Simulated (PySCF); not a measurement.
ZrI₃, SMILES [I][Zr+]([I])[I], charge +1, multiplicity 1. Atoms are numbered in the order given.

```xyz
4

Zr     0.0000     0.0000     0.7239
I      2.1220    -1.2251    -0.1821
I     -2.1220    -1.2251    -0.1821
I      0.0000     2.4502    -0.1821
```
Charge +1, spin multiplicity 1.

Coordinates come from a PBE0-D3(BJ)/def2-SVP optimisation. The spin state was assumed, not searched. The isomer is the one that the SMILES or the coordinates give; other isomers of the formula were not compared. The def2 effective core potentials stand for the cores of I, Zr; spin–orbit coupling is left out.

Computed with PySCF with PBE/def2-TZVP.

ESP charges are fitted to the potential on shells at 1.4 to 2.0 van der Waals radii. Atomic charges (e):

```
atom  Löwdin  ESP fit  Mulliken
----  ------  -------  --------
Zr1    -0.48      ___      0.91
I2      0.49      ___      0.03
I3      0.49      ___      0.03
I4      0.49      ___      0.03
```

Fill in the missing entries. (Estimate from the structure and the level; the computed values follow.)


- Zr1, ESP fit: 0.88
- I2, ESP fit: 0.04
- I3, ESP fit: 0.04
- I4, ESP fit: 0.04
